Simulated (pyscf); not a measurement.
Optimised with ωB97X-D3(BJ)/def2-SVP in PySCF.

What is the homolytic dissociation enthalpy (298 K, ωB97M-D3(BJ)/def2-TZVP) of the C–C bond of `[F][CH]([C]([F])([F])[F])[C]([F])([F])[F]`, to F–CH•–C(F)(F)–F + F–C•(F)–F?

C–C to F–CH•–C(F)(F)–F + F–C•(F)–F: 3.98 eV. The 7 functionals that were run give +3.63 (r²SCAN) to +4.00 eV (M06-2X). Other isomers of F–CH•–C(F)(F)–F were not searched in full and may lie lower.
